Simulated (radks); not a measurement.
Values are calculated unless marked as measured or tabulated.
Task: These are the eigenvalues of the occupied orbitals of an atom or ion with whole-number occupations (eV). Code: a radial shooting solver on a logarithmic mesh with Libxc functionals. Model: scalar-relativistic Kohn-Sham, PBE, spin-polarised, spherical densities, point nucleus.

| orbital | eigenvalue |
|---|---|
| 1s up | -88138.47 |
| 1s down | -88138.45 |
| 2s up | -15764.18 |
| 2s down | -15764.18 |
| 2p up | -13519.07 |
| 2p down | -13519.06 |
| 3s up | -3784.115 |
| 3s down | -3784.105 |
| 3p up | -3140.528 |
| 3p down | -3140.518 |
| 3d up | -2484.918 |
| 3d down | -2484.909 |
| 4s up | -856.6441 |
| 4s down | -856.6289 |
| 4p up | -645.7846 |
| 4p down | -645.7679 |
| 4d up | -401.9456 |
| 4d down | -401.9266 |
| 5s up | -144.0299 |
| 5s down | -143.9876 |
| 4f up | -132.7468 |
| 4f down | -132.7245 |
| 5p up | -85.7034 |
| 5p down | -85.6615 |
| 5d up | -21.1212 |
| 5d down | -20.9242 |
| 6s up | -12.3909 |
| 6s down | -11.3749 |
| 6p up | -3.9379 |

Which element is it, and in what charge state? The configuration may be excited. Open shells, if any, are filled with parallel spins first.

Result: Z = 82, lead, charge 0: Pb in [Hg] 6p2. The list shows which subshells hold electrons but not how many an open one holds; the 1s level, -3239 hartree, gives Z - s = 80.5 by -(Z - s)^2/2, which with screening and relativity narrows Z to a few neighbours, and the depths of the outer levels then fix element, charge and occupations together.
